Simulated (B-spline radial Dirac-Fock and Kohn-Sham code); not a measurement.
# How the settings move the core levels of Br⁴⁺

ΔSCF core binding energies without Breit or QED terms, calculated with a radial atomic solver. Keys: rel is the Hamiltonian (dirac, or spin-free x2c and nr, where L3 and M5 stand for the whole 2p and 3d shells), method is hf or an exchange,correlation pair (spin-unpolarised, also for the hole states), nuc the nuclear model, radius_factor scales its radius, rmax is the box in bohr, h the logarithmic mesh step, order the B-spline order, points the quadrature points per cell, c_factor scales the speed of light, and damp, ndamp, maxit and tol steer the iteration. The run stops when the commutator error falls below 10·tol·max(1, Z/10), or the numerical noise floor, and the energy has settled to about 1e-8 Ha; the virial ratio is −V/T.

Base input:

```json
{"items": [{"Z": 35, "q": 4, "cfg": [[1, 0, 2], [2, 0, 2], [2, 1, 6], [3, 0, 2], [3, 1, 6], [3, 2, 10], [4, 0, 2], [4, 1, 1]], "A": 79, "rrms": 4.1629, "do": "settings", "holes": ["K", "L3", "M5"],
  "settings": [{"rel": "dirac", "method": "hf", "nuc": "fermi", "radius_factor": 1.0, "rmax": 45.0, "h": 0.3, "order": 8, "points": 10, "c_factor": 1.0, "maxit": 60, "damp": 0.5, "ndamp": 3, "tol": 1e-08}]}]}
```

The ground state converged in 10 iterations, with total energy -2600.91608 Ha, virial ratio 1.97479 and highest orbital energy -58.30 eV. ΔSCF binding energies: K (1s) 13571.7 eV, L3 (2p3/2) 1619.4 eV, M5 (3d5/2) 133.7 eV.

Changes from the base run:

| changed setting | Δ total energy (Ha) | Δ K (eV) | Δ L3 (eV) | Δ M5 (eV) | iterations |
| --- | --- | --- | --- | --- | --- |
| damp = 0.0 | 0.00000 | 0.00 | 0.00 | 0.00 | 10 |
| method = "rpbe,pbe"; radius_factor = 0.8; tol = 0.0001 | -1.67049 | +20.99 | -6.90 | +1.59 | 7 |
| h = 0.18 | 0.00000 | 0.00 | 0.00 | 0.00 | 9 |
| rel = "x2c"; method = "rpbe,pbe"; c_factor = 0.8 | -20.04826 | +145.59 | +15.06 | +1.18 | 21 |
| rel = "x2c" | ? | ? | ? | ? | ? |
| radius_factor = 0.8 | -0.00718 | +0.08 | 0.00 | 0.00 | 10 |
| tol = 0.0001 | 0.00000 | 0.00 | 0.00 | 0.00 | 8 |

Task: What does the change rel = "x2c" do?

Result: The total energy moves by +0.52576 Ha and the binding energies by K -8.13 eV, L3 +15.17 eV, M5 +0.44 eV; the run takes 10 iterations.
